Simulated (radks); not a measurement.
Polarisability of the lead ion Pb2+, [Hg], at imaginary frequency. Method: scalar-relativistic Kohn-Sham, LB94 model potential, spin-unpolarised, spherical densities, finite nucleus; Fermi nuclear charge, rms radius 5.5012 fm; computed with a radial shooting solver on a logarithmic mesh with Libxc functionals. Response by self-consistent Sternheimer equations with the Hartree and adiabatic LDA kernel, the relativistic mass of each level held fixed and spin-orbit coupling left out.

w (hartree)  alpha1(iw) (bohr^3)  alpha2(iw) (bohr^5)
0.00266                    11.90                37.77
0.0143                     11.89                37.76
0.0360                     11.85                37.71
0.0697                     11.73                37.53
0.118                      11.42                37.11
0.186                      10.82                36.17
0.280                      9.792                34.36
0.413                      8.341                31.17
0.605                      6.648                26.28
0.892                      4.966                19.98
1.35                       3.446                13.40
2.12                       2.134                7.792
3.59                       1.089                3.752
6.94                      0.4139                1.310
17.5                      0.1006               0.2474

Static values: alpha1 = 11.90 bohr^3 (1.763 angstrom^3; uncoupled 23.29), alpha2 = 37.77 bohr^5, alpha3 = 285.4 bohr^7. C6 = 81.32, C8 = 1458, triple-dipole C9 = 649.2 atomic units. One-pole (London) frequency 4 C6 / (3 alpha1^2) = 0.766 hartree, against 1.271 for minus the highest occupied eigenvalue.
